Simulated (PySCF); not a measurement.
## Electron correlation in Si (silicon, neutral)

[Ne] 3s1 3p2 3d1, one real determinant (an excited configuration). Calculation: PySCF 2.14, in x2c-TZVPPall with one added diffuse shell each of s, p, d type (6s6p4d1f, 51 functions); the spin-free X2C one-electron Hamiltonian (Gaussian nucleus). Frozen: 1s2; 12 electrons correlated.

```tsv
level	correlation energy (mhartree)
CCSD	-180.85
(T)	-5.16
CCSD(T)	-186.01
```

Diagnostics: T1 = 0.019, D1 = 0.0894, largest double amplitude 0.282.

The real determinant used has ⟨L²⟩ near 8 against 12 for a pure F term, so it mixes terms. The outer electron is Rydberg-like, and this basis confines it to a smaller radius and binds it less than a complete one would. A double-excitation amplitude exceeds 0.15, a sign of near-degeneracy.

Cost of the coupled-cluster step: about 11 core-seconds, for 12 correlated electrons.

The reference is one real determinant that mixes LS terms of this configuration.

This basis was not built for core-valence correlation, so the inner-shell part is incomplete.
